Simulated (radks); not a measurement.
Tb XXIV, configuration [Ar] 3d10 4s2 4p5.75 4d6 5p0.25 (fractional occupations, a model configuration).

Method: scalar-relativistic Kohn-Sham, Wu-Cohen GGA, spin-polarised, spherical densities, finite nucleus; open shells are filled with parallel spins first (spin-orbit coupling, left out, can overturn this in heavy ions); Fermi nuclear charge, rms radius 5.06 fm; computed with a radial shooting solver on a logarithmic mesh with Libxc functionals.

Energy parts (eV):
part                      energy
total                 -312314.52
kinetic                336586.47
electron-nucleus      -733081.20
Hartree                 90395.75
exchange-correlation    -6215.54

Orbitals (lengths in bohr, moments of r in powers of bohr):
| orbital | occ. | eigenvalue (eV) | <r^4> |
|---|---|---|---|
| 1s up | 1 | -52546.47 | 1.064e-06 |
| 1s down | 1 | -52546.18 | 1.064e-06 |
| 2s up | 1 | -9297.711 | 0.0001681 |
| 2s down | 1 | -9294.494 | 0.0001681 |
| 2p up | 3 | -8341.754 | 0.0001261 |
| 2p down | 3 | -8339.081 | 0.0001260 |
| 3s up | 1 | -2598.432 | 0.006340 |
| 3s down | 1 | -2596.595 | 0.006320 |
| 3p up | 3 | -2303.542 | 0.006611 |
| 3p down | 3 | -2301.521 | 0.006585 |
| 3d up | 5 | -1921.546 | 0.005178 |
| 3d down | 5 | -1918.716 | 0.005159 |
| 4s up | 1 | -1011.378 | 0.1190 |
| 4s down | 1 | -1002.663 | 0.1194 |
| 4p up | 3 | -906.9141 | 0.1409 |
| 4p down | 2.75 | -898.2771 | 0.1416 |
| 4d up | 5 | -765.2179 | 0.1652 |
| 4d down | 1 | -756.7026 | 0.1667 |
| 5p up | 0.25 | -479.6466 | 1.525 |
| 5p down | 0 | -475.4111 | 1.541 |

The highest occupied level is 5p up at -479.65 eV. The electron density at the nucleus is 7.199e+05 e/bohr^3 (large components only). The density falls to 0.001 e/bohr^3 at r = 1.63 bohr. Summed over all electrons, <r^2> = 5.792 bohr^2, which gives a Langevin (diamagnetic) susceptibility term of -4.59 x 10^-6 cm^3/mol. The spin density at the nucleus is -16.09 e/bohr^3 (1s -3.01, 2s -12.03, 3s -1.37, 4s 0.31). Spin moment in Bohr magnetons: 4.5.
